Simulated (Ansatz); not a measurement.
`O[SiH2]N[SiH2][SiH3]` + `O[Si]1(Cl)CO1` → `[SiH3]O[Si]1(Cl)CO1` + `O[SiH2]N[SiH3]`  (cleavage of the Si–Si bond)

Program: Ansatz. Geometries: PBE0-D4/def2-TZVP. ΔE: electronic, gas phase. CCSD(T)/CBS adds triple-zeta CCSD(T) − MP2 to the extrapolated MP2 energy (def2 sets, frozen cores). Functionals use def2-TZVPP. B3LYP here is the variant with VWN-RPA as its local correlation; programs differ in this. One conformer a species, not always the lowest.

(1) Is it downhill or uphill in electronic energy at CCSD(T)/CBS, and by how much? (Best estimate.)

(2) What do these levels give: B3LYP-D4, PBE, PBE0, B3LYP, CCSD(T)/def2-TZVPP, MP2/def2-QZVPP? (Estimate.)

Largest T1 diagnostic among the species: 0.012.

## Answers

(1) Ansatz gave: Downhill: ΔE = -103.6 kJ/mol.

(2) Computed: B3LYP-D4 -103.9, PBE -76.5, PBE0 -85.3, B3LYP -107.2, CCSD(T)/def2-TZVPP -102.9, MP2/def2-QZVPP -111.7 kJ/mol.

In def2-TZVPP, CCSD(T) changes the Hartree–Fock value by +34.0 kJ/mol (the triples alone add +4.7 kJ/mol) and MP2 by +26.7 kJ/mol. From PBE to PBE0 (25 % exact exchange), in def2-TZVPP and without D4, ΔE moves by −8.8 kJ/mol. The D4 term adds +3.4 kJ/mol with B3LYP and +1.9 kJ/mol with PBE0; it sums over pairs of atoms, weighted by their polarisabilities, and B3LYP, whose exchange is more repulsive, gets the larger term.
